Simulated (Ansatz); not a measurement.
The cluster Li4S. Total charge 0; quintet. Geometry B3LYP-D4/def2-TZVP; atoms count from 1.

Cartesian coordinates in Å:
```
Li -1.080 1.947 1.828
Li 1.679 1.060 0.977
Li -1.482 -0.262 -0.230
Li -0.077 -2.160 -2.012
S 0.960 -0.586 -0.563
```

At PBE0-D4/def2-TZVP a triplet of charge 0 lies 3.57 eV below the quintet, each at its own geometry. The structure comes from a short search, and lower isomers may exist.

**Question.** Estimate the Mulliken populations from the PBE0/def2-TZVP orbitals of Ansatz.

**Answer.** 
| atom | charge (e) | spin (α − β) |
| --- | --- | --- |
| Li1 | 0.01 | 0.97 |
| Li2 | 0.26 | 0.63 |
| Li3 | 0.24 | 0.65 |
| Li4 | 0.16 | 0.75 |
| S5 | -0.66 | 1.00 |
Mulliken values depend strongly on the basis.

**Question.** Where does the spin sit?

**Answer.** Summed by element: Li 3.00, S 1.00, of 4 unpaired in all. Largest on single atoms: S5 1.00, Li1 0.97, Li4 0.75.

**Question.** And the Mayer bond orders between heavy atoms (over 0.3)?

**Answer.** Li1–Li2 0.47 (3.02 Å); Li1–Li3 0.44 (3.05 Å); Li3–Li4 0.39 (2.96 Å).
